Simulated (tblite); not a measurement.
A tight-binding relaxation on `NC1=CC=C(S(=O)(=O)C(F)(F)F)[SiH2]1`.

Computed with GFN2-xTB geometry optimisation, gas phase (tblite 0.8.0). Start geometry: from a force field or distance geometry. The input is one job of a driver script: a line of settings, then coordinates in Å.

Input:
```
{"job": {"kind": "relax", "xc": "GFN2-xTB", "basis": "xTB"}, "charge": 0, "multiplicity": 1}
N      3.322900    -0.585200     0.611600
C      2.096300    -0.302500     0.052400
C      1.681100    -0.524900    -1.195100
C      0.302900    -0.111200    -1.499000
C     -0.360400     0.417800    -0.443600
S     -1.992200     0.944600    -0.519500
O     -2.439600     0.861400    -1.903300
O     -2.063700     2.237800     0.162500
C     -2.848900    -0.326500     0.480300
F     -2.521400    -0.260600     1.804200
F     -4.212300    -0.201900     0.418600
F     -2.561900    -1.594100     0.073100
Si     0.637900     0.526400     1.096400
H      3.523200    -0.345100     1.573900
H      4.041200    -0.990700     0.047800
H      2.283600    -0.966400    -1.959000
H     -0.110200    -0.259200    -2.479400
H      0.176400    -0.403400     2.150500
H      1.035300     1.892900     1.520200
```

Question: What does the run print?

Answer: 
```
step      E/eV     max force
  0   -1194.68858    3.165
  1   -1194.96581    1.344
  2   -1195.01560    0.559
  3   -1195.03901    0.340
  4   -1195.05419    0.247
  5   -1195.05905    0.158
  6   -1195.06536    0.177
  7   -1195.07050    0.155
  8   -1195.07392    0.143
  9   -1195.07571    0.139
... (88 lines left out)
 98   -1195.10725    0.010
 99   -1195.10727    0.010
100   -1195.10729    0.012
101   -1195.10732    0.012
102   -1195.10734    0.011
103   -1195.10736    0.011
104   -1195.10740    0.014
105   -1195.10744    0.016
106   -1195.10749    0.012
107   -1195.10751    0.010
```

«max force» is the largest atomic force in eV/Å.

Question: From which step on does the largest force stay under 0.1 eV/Å, and how much energy is left to gain from there?

Answer: From step 12 (0.080 eV/Å), 27.3 meV above the end.

In short: energy lowered by 9.7 kcal/mol over 107 steps; largest atomic force 0.010 eV/Å at the end.

Question: Estimate the wall time. Hardware: an Arm Neoverse V1 with one thread, shared host with 32 logical CPUs at a one-minute load of 38.

Answer: About 1.4 s.
Labels such as C1 count atoms from 1, the log's own numbers from 0.
